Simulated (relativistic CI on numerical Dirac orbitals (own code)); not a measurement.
**Kr⁷⁺: calculation against measurement**

Computed by Dirac-Coulomb-Breit CI, separate exchange-only KLI orbitals for each configuration, model QED, valence Slater integrals scaled by 0.9, P86 correlation estimate, and configurations built on the next ion tied to the tabulated ionisation energy (semi-empirical) (own radial code, finite nucleus).

CI space (outside the closed core [Ar]): 3d10 4s, 3d10 4p, 3d10 4d, 3d10 5s, 3d10 4f, 3d10 5p, 3d9 4s2, 3d10 5d, 3d10 6s, 3d9 4p2, 3d8 4s 4p2, 3d10 6p, 3d10 5f, 3d10 5g, 3d10 6d, 3d9 4s 4p, 3d10 6f, 3d9 4p 4d, 3d8 4s 4d2, 3d9 4p 5s, 3d9 4s 4d, 3d9 4p 4f, 3d9 4d2, 3d8 4s2 4p. Levels of other configurations are missing.

```tsv
Configuration	Term (tabulated)	J	Measured (cm⁻¹)	Computed	Error	Purity (%)
3d10 4s	2S	1/2	0.0	0	0	100
3d10 4p	2P°	1/2	143696.0	151402	7706	100
3d10 4p	2P°	3/2	153476.0	160887	7411	100
3d10 4d	2D	3/2	374046.0	379074	5028	100
3d10 4d	2D	5/2	375377.0	380352	4975	100
3d10 5s	2S	1/2	490087.0	492533	2446	100
3d10 5p	2P°	1/2	546681.0	549220	2539	100
3d10 5p	2P°	3/2	550444.0	552884	2440	100
3d10 4f	2F°	7/2	562731.0	566022	3291	100
3d10 4f	2F°	5/2	562765.0	566077	3312	100
3d10 5d	2D	3/2	641076.0	643445	2369	100
3d10 5d	2D	5/2	641617.0	643962	2345	99
3d9 4s2	2D	5/2	657102.0	659720	2618	97
3d9 4s2	2D	3/2	667276.0	669800	2524	98
3d10 6s	2S	1/2	692518.0	693760	1242	100
3d10 6p	2P°	1/2	720594.0	721925	1331	100
3d10 6p	2P°	3/2	722471.0	723765	1294	100
3d10 5f	2F°	5/2	724999.0	726878	1879	100
3d10 5f	2F°	7/2	725004.0	726838	1834	100
3d10 5g	2G	7/2	733091.0	733548	457	100
3d10 5g	2G	9/2	733093.0	733556	463	100
3d10 6d	2D	3/2	768919.0	770314	1395	100
3d10 6d	2D	5/2	769247.0	770609	1362	100
3d9 4s 4p	4P°	3/2	782852.0	782975	123	82
3d9 4s 4p	4F°	3/2	788563.0	788448	-115	92
3d9 4s 4p	4P°	1/2	789316.0	789323	7	91
3d9 4s 4p	4D°	1/2	803335.0	802923	-412	93
3d10 6f	2F°	7/2	813930.0	814991	1061	99
3d10 6f	2F°	5/2	813961.0	815048	1087	100
```

Measured levels from Saloman, J. Phys. Chem. Ref. Data 36, 215 (2007); pairs were made by configuration, J and term (by order where the table uses no LS term), so strongly mixed levels may be paired wrongly.

Mean error by configuration (cm⁻¹): 3d10 4p 7559; 3d10 4d 5001; 3d10 5s 2446; 3d10 5p 2489; 3d10 4f 3302; 3d10 5d 2357; 3d9 4s2 2571; 3d10 6s 1242; 3d10 6p 1313; 3d10 5f 1856; 3d10 5g 460; 3d10 6d 1378; 3d9 4s 4p -100; 3d10 6f 1074. Over the excited levels the mean absolute error is 2252 cm⁻¹ (28 of the 69 excited levels that our extract of the source holds in range could be paired, and the others can miss by more), and the median relative error of those above 1,000 cm⁻¹ is 0.26 %.
